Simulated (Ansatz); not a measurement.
Born–Oppenheimer molecular dynamics of CH$_{7}$BCl$_{2}$Si (12 atoms, charge 0, multiplicity 1). It starts at the highest image of a converged band, a first-order saddle point between two minima.

These are results of Ansatz 0.2.0, RKS PBE-D4/6-31G*, not measurements.

| Item | Value |
| --- | --- |
| ensemble | NVE (velocity Verlet) |
| time step | 0.5 fs |
| steps asked | 200 |
| starting velocities drawn for | 300 K |
| seed | 6421 |

Frames 2.5 fs apart, positions in Å, forces in eV/Å.

Velocities at 65.0 fs (Å/ps):

```
B -3.27 -4.96 0.97
Si 11.87 10.85 -1.45
Cl -6.99 2.73 2.88
Cl 2.49 -7.89 -6.65
H 32.91 53.25 16.20
C -8.26 -8.71 8.94
H -9.27 4.47 0.09
H -18.57 -14.02 18.11
H 13.28 15.36 6.03
H -5.34 -11.87 -13.74
H -30.58 -2.49 15.16
H -21.59 -8.57 14.20
```

```xyz
12
Properties=species:S:1:pos:R:3:forces:R:3 time_fs=65.0 energy_less_start_eV=-0.889 T=987
B -0.722 -1.159 0.423 1.37 1.35 2.50
Si 1.614 1.592 0.346 0.40 0.17 -0.37
Cl 0.908 -1.872 0.759 -0.90 -0.28 -0.62
Cl -1.180 -0.085 1.912 -0.22 -0.99 -1.34
H 0.568 1.166 -0.613 -0.29 -0.40 0.05
C -1.486 -1.126 -0.900 -0.66 -0.37 -0.22
H 1.197 2.920 0.815 0.12 0.79 -0.16
H 1.880 0.915 1.601 -0.23 -0.80 0.63
H 2.910 1.427 -0.380 0.12 0.45 -0.18
H -2.138 -2.028 -0.993 0.24 0.21 -0.06
H -0.767 -1.137 -1.739 -0.18 0.04 -0.07
H -2.159 -0.245 -0.932 0.23 -0.16 -0.15
12
Properties=species:S:1:pos:R:3:forces:R:3 time_fs=67.5 energy_less_start_eV=-0.890 T=990
B -0.727 -1.168 0.432 1.10 1.21 2.29
Si 1.645 1.619 0.343 1.16 0.28 1.75
Cl 0.890 -1.865 0.766 -0.52 -0.48 -0.65
Cl -1.174 -0.105 1.894 -0.38 -0.72 -1.04
H 0.630 1.281 -0.583 -1.29 -0.91 -0.98
C -1.509 -1.148 -0.878 -1.52 -0.16 0.25
H 1.180 2.953 0.811 0.38 0.49 -0.12
H 1.825 0.863 1.654 -0.28 -0.04 -0.57
H 2.948 1.479 -0.369 0.16 0.38 -0.10
H -2.145 -2.051 -1.026 0.15 0.11 0.20
H -0.839 -1.141 -1.713 0.69 0.16 -0.92
H -2.204 -0.275 -0.900 0.36 -0.32 -0.10
12
Properties=species:S:1:pos:R:3:forces:R:3 time_fs=70.0 energy_less_start_eV=-0.993 T=1068
B -0.725 -1.170 0.454 0.55 0.96 1.40
Si 1.677 1.647 0.343 0.29 0.26 1.87
Cl 0.871 -1.859 0.771 0.00 -0.73 -0.62
Cl -1.169 -0.127 1.875 -0.58 -0.30 -0.52
H 0.624 1.345 -0.603 -0.67 -0.74 -0.59
C -1.539 -1.171 -0.855 -0.14 -0.19 -0.46
H 1.185 3.014 0.800 0.60 -0.08 -0.14
H 1.755 0.808 1.675 -0.11 0.50 -1.19
H 2.994 1.552 -0.365 0.03 0.26 0.04
H -2.143 -2.069 -1.049 -0.12 -0.29 0.32
H -0.877 -1.135 -1.733 0.21 0.20 -0.05
H -2.229 -0.320 -0.875 -0.07 0.14 -0.06
12
Properties=species:S:1:pos:R:3:forces:R:3 time_fs=72.5 energy_less_start_eV=-1.031 T=1098
B -0.721 -1.167 0.484 -0.14 0.56 0.06
Si 1.711 1.676 0.347 -1.07 0.25 0.57
Cl 0.852 -1.855 0.776 0.64 -1.02 -0.55
Cl -1.165 -0.149 1.854 -0.85 0.31 0.27
H 0.581 1.366 -0.656 0.59 -0.30 0.39
C -1.570 -1.196 -0.834 1.09 -0.19 -1.04
H 1.225 3.072 0.781 0.62 -0.40 -0.11
H 1.679 0.780 1.629 0.14 0.58 -1.01
H 3.042 1.642 -0.358 -0.13 0.09 0.15
H -2.147 -2.103 -1.053 -0.14 -0.34 0.37
H -0.903 -1.119 -1.756 -0.37 0.08 0.90
H -2.259 -0.357 -0.853 -0.38 0.39 -0.01
12
Properties=species:S:1:pos:R:3:forces:R:3 time_fs=75.0 energy_less_start_eV=-0.981 T=1059
B -0.717 -1.161 0.513 -0.74 -0.03 -1.42
Si 1.742 1.705 0.352 -1.55 0.49 -0.92
Cl 0.834 -1.852 0.779 1.27 -1.29 -0.48
Cl -1.162 -0.171 1.835 -1.20 1.12 1.30
H 0.569 1.368 -0.689 1.16 0.01 0.78
C -1.596 -1.221 -0.818 0.64 0.13 -0.48
H 1.301 3.107 0.755 0.41 -0.29 0.05
H 1.611 0.784 1.526 0.30 0.11 -0.11
H 3.082 1.736 -0.342 -0.18 -0.11 0.20
H -2.158 -2.154 -1.034 0.11 0.07 0.42
H -0.948 -1.097 -1.732 -0.16 -0.04 0.60
H -2.307 -0.376 -0.832 -0.06 -0.17 0.06
12
Properties=species:S:1:pos:R:3:forces:R:3 time_fs=77.5 energy_less_start_eV=-0.820 T=935
B -0.717 -1.155 0.535 -1.05 -0.71 -2.70
Si 1.770 1.735 0.355 -1.20 0.78 -1.97
Cl 0.818 -1.852 0.782 1.75 -1.49 -0.46
Cl -1.161 -0.190 1.817 -1.58 1.99 2.40
H 0.624 1.370 -0.679 1.01 0.16 0.54
C -1.619 -1.246 -0.804 -0.27 0.36 0.90
H 1.401 3.127 0.734 0.05 0.16 0.30
H 1.559 0.794 1.418 0.31 -0.61 0.98
H 3.113 1.824 -0.315 -0.06 -0.31 0.14
H -2.163 -2.202 -0.991 0.25 0.28 0.32
H -0.998 -1.078 -1.676 0.57 -0.03 -0.58
H -2.359 -0.403 -0.806 0.21 -0.57 0.11
12
Properties=species:S:1:pos:R:3:forces:R:3 time_fs=80.0 energy_less_start_eV=-0.717 T=855
B -0.723 -1.153 0.543 -1.03 -1.25 -3.37
Si 1.795 1.767 0.355 -0.38 0.53 -1.22
Cl 0.806 -1.854 0.784 1.98 -1.59 -0.49
Cl -1.163 -0.207 1.803 -1.87 2.65 3.21
H 0.736 1.380 -0.639 0.16 0.10 -0.31
C -1.643 -1.268 -0.786 0.25 0.45 1.13
H 1.504 3.156 0.729 -0.25 0.47 0.47
H 1.528 0.771 1.363 0.42 -0.46 1.03
H 3.140 1.893 -0.280 0.17 -0.46 0.03
H -2.154 -2.236 -0.930 0.16 -0.01 0.06
H -1.020 -1.061 -1.649 0.43 -0.17 -0.65
H -2.401 -0.461 -0.774 -0.03 -0.26 0.11
12
Properties=species:S:1:pos:R:3:forces:R:3 time_fs=82.5 energy_less_start_eV=-0.646 T=801
B -0.735 -1.157 0.531 -0.78 -1.32 -3.05
Si 1.819 1.799 0.351 0.50 0.22 0.74
Cl 0.796 -1.858 0.785 1.93 -1.59 -0.57
Cl -1.168 -0.219 1.795 -1.93 2.81 3.38
H 0.855 1.396 -0.619 -0.92 -0.15 -1.36
C -1.665 -1.289 -0.764 1.43 0.42 0.05
H 1.592 3.210 0.751 -0.38 0.17 0.39
H 1.522 0.726 1.365 0.65 0.46 0.28
H 3.177 1.935 -0.242 0.28 -0.52 -0.03
H -2.136 -2.271 -0.864 0.08 -0.32 -0.18
H -1.020 -1.055 -1.655 -0.46 -0.46 0.30
H -2.446 -0.534 -0.736 -0.41 0.27 0.06
12
Properties=species:S:1:pos:R:3:forces:R:3 time_fs=85.0 energy_less_start_eV=-0.731 T=866
B -0.750 -1.169 0.504 -0.30 -0.87 -1.66
Si 1.845 1.833 0.350 0.47 0.01 1.22
Cl 0.790 -1.866 0.785 1.68 -1.47 -0.69
Cl -1.176 -0.226 1.793 -1.73 2.45 2.86
H 0.926 1.404 -0.673 -0.75 0.02 -1.08
C -1.681 -1.308 -0.740 0.82 0.12 -0.68
H 1.659 3.272 0.796 -0.41 -0.41 0.12
H 1.554 0.706 1.385 0.66 1.02 -0.27
H 3.229 1.947 -0.205 0.14 -0.48 0.01
H -2.112 -2.322 -0.809 0.19 -0.04 -0.25
H -1.043 -1.075 -1.649 -0.70 -0.44 0.44
H -2.512 -0.594 -0.694 -0.07 0.10 -0.03
12
Properties=species:S:1:pos:R:3:forces:R:3 time_fs=87.5 energy_less_start_eV=-0.877 T=978
B -0.768 -1.185 0.467 0.44 -0.17 0.39
Si 1.871 1.866 0.350 0.00 -0.26 0.17
Cl 0.786 -1.875 0.784 1.30 -1.28 -0.82
Cl -1.187 -0.229 1.795 -1.40 1.83 1.99
H 0.956 1.416 -0.787 0.18 0.48 0.22
C -1.693 -1.326 -0.720 -1.02 -0.44 -0.74
H 1.701 3.311 0.848 -0.38 -0.68 -0.11
H 1.623 0.743 1.391 0.41 0.92 -0.33
H 3.289 1.930 -0.168 -0.14 -0.34 0.07
H -2.077 -2.375 -0.768 0.21 0.32 -0.22
H -1.104 -1.119 -1.621 -0.13 -0.09 -0.49
H -2.580 -0.649 -0.654 0.52 -0.28 -0.12
12
Properties=species:S:1:pos:R:3:forces:R:3 time_fs=90.0 energy_less_start_eV=-0.872 T=975
B -0.782 -1.203 0.432 1.29 0.48 2.26
Si 1.898 1.899 0.351 0.05 -0.19 -1.04
Cl 0.785 -1.887 0.782 0.90 -1.06 -0.94
Cl -1.201 -0.229 1.801 -1.09 1.23 1.14
H 0.994 1.454 -0.890 0.62 0.66 1.06
C -1.710 -1.346 -0.704 -1.72 -0.91 -1.18
H 1.720 3.313 0.894 -0.34 -0.45 -0.20
H 1.717 0.833 1.381 0.02 0.18 0.15
H 3.342 1.893 -0.127 -0.31 -0.13 0.06
H -2.030 -2.412 -0.740 -0.01 0.14 -0.14
H -1.174 -1.170 -1.620 0.23 0.18 -1.02
H -2.621 -0.718 -0.621 0.37 -0.13 -0.13
12
Properties=species:S:1:pos:R:3:forces:R:3 time_fs=92.5 energy_less_start_eV=-0.853 T=960
B -0.790 -1.218 0.410 1.69 0.93 3.16
Si 1.925 1.931 0.350 0.38 -0.04 -1.77
Cl 0.786 -1.901 0.778 0.60 -0.87 -0.99
Cl -1.216 -0.227 1.808 -0.84 0.77 0.50
H 1.067 1.531 -0.933 0.51 0.52 1.17
C -1.734 -1.371 -0.694 -0.55 -1.06 -2.59
H 1.720 3.289 0.929 -0.29 0.15 -0.13
H 1.812 0.932 1.380 -0.34 -0.72 0.79
H 3.377 1.849 -0.083 -0.25 0.12 -0.04
H -1.985 -2.442 -0.720 -0.29 -0.30 -0.09
H -1.235 -1.211 -1.672 -0.22 0.14 0.04
H -2.643 -0.793 -0.596 -0.41 0.35 -0.06
```

Of the whole run (100 fs, mean temperature of the second half 964 K): The conserved energy stayed within 0.12 meV per atom of its start (net change 0.09 meV per atom), so the integration is sound. The system heated up, since it started high on the potential surface and ran downhill. A run of 0.1 ps of so small a system gives no equilibrium averages. The orbitals stay closed-shell, which can raise the energy where a bond breaks towards radicals; this wasn't checked here.

The run took 6.6 min on 2 threads of Arm Neoverse V2, with other jobs on the host, peak memory 0.15 GiB.
